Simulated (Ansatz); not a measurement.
`O[Si]1(F)CO1` + H–F → `F[Si]1(F)CO1` + H₂O  (ligand exchange at the Si–O bond)

Computed with Ansatz on PBE0-D4/def2-TZVP structures; ΔE is electronic, products minus reactants. CCSD(T)/CBS is the MP2 limit (def2-TZVPP, def2-QZVPP) plus CCSD(T) − MP2 in def2-TZVPP, frozen cores. This one scheme is used for every species. Functionals use def2-TZVPP. Each species was taken in one conformer, which may not be the lowest.

`O[Si]1(F)CO1`:

```xyz
8

O     1.428    1.187    0.526
Si    0.182    0.569   -0.296
F     0.136    1.392   -1.637
C    -0.567   -1.043   -0.157
O    -1.211    0.203    0.453
H     1.519    0.930    1.445
H    -0.299   -1.769    0.608
H    -1.188   -1.468   -0.942
```

H–F:

```xyz
2

F     0.170   -0.009   -0.427
H    -0.170    0.009    0.427
```

`F[Si]1(F)CO1`:

```xyz
7

F     1.731    0.596    1.129
Si    0.252    0.465    0.615
F    -0.528    1.682    1.231
C    -0.247   -0.436   -0.830
O    -0.449   -0.989    0.589
H     0.439   -1.053   -1.404
H    -1.197   -0.266   -1.330
```

H₂O:

```xyz
3

O     0.336    0.132   -0.146
H    -0.431   -0.177   -0.633
H     0.095    0.045    0.779
```

| level | ΔE (kcal/mol) |
| --- | --- |
| LDA (SPW92) | -5.8 |
| ωB97X-V | -7.0 |

Problem. What does CCSD(T)/CBS give? (Best estimate.)

Solution. Computed: -6.8 kcal/mol. The listed levels differ from it by 1.0, -0.2 kcal/mol.

Largest T1 diagnostic among the species: 0.013.

In def2-TZVPP, CCSD(T) changes the Hartree–Fock value by +1.2 kcal/mol (the triples alone add +0.2 kcal/mol) and MP2 by +1.6 kcal/mol. Leaving LDA and LC-ωPBE aside and taking each functional with its dispersion term where it has one, the values, not all of them listed here, spread over 1.7 kcal/mol, from B97M-V to HSE06-D4. LDA lies +1.3 kcal/mol from PBE without D4.
